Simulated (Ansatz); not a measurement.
Ansatz (a program for electronic structure) input (PBE0/def2-QZVPP):
A basis named .json is the Basis Set Exchange file of that set.

Ansatz 0.2 input:
```yaml
crystal:
  periodic: [false, false, false]
  atoms:
    - {symbol: B, position_ang: [-0.22499688, -0.01005670, -1.34691142]}
    - {symbol: H, position_ang: [-0.33436384, 1.04036341, -1.88677077]}
    - {symbol: H, position_ang: [-0.29447598, -1.06847070, -1.87768832]}
    - {symbol: C, position_ang: [0.01701803, 0.00076066, 0.10187596]}
    - {symbol: O, position_ang: [0.20646451, 0.00922835, 1.23597005]}
basis:
  gaussian:
    orbitals: def2-QZVPP.json
hamiltonian:
  xc: {name: PBE0}
magnetization: {spin_polarized: true, initial_magnetization: 1}
```

Output:

```
Functional definition: PBE0
integrals: 0.08 GiB planned
670 factors; their error is unknown
mean field: 1.16 GiB planned
mean field evaluation 1: about -3786.7056 eV, gradient 2.2e1 eV
mean field evaluation 2: about -3787.0207 eV, gradient 2.3e1 eV
mean field evaluation 4: about -3788.7656 eV, gradient 8.1e-1 eV
mean field evaluation 8: about -3788.7712 eV, gradient 1.4e-1 eV
mean field evaluation 16: about -3788.7713 eV, gradient 8.7e-5 eV
mean field -3788.77127108 eV, -139.2347760906 hartree, gradient 2.0e-5 eV, S^2 0.753737; 0 other end points of the search recorded, 0 dependent functions left out
reference -3788.77130426 eV, -139.2347773102 hartree; 11, 10 occupied and 220, 221 virtual orbitals, 670 factors
Total energy: -3788.77130426 eV, -139.2347773102 hartree
```

It need not be the lowest isomer of its formula.
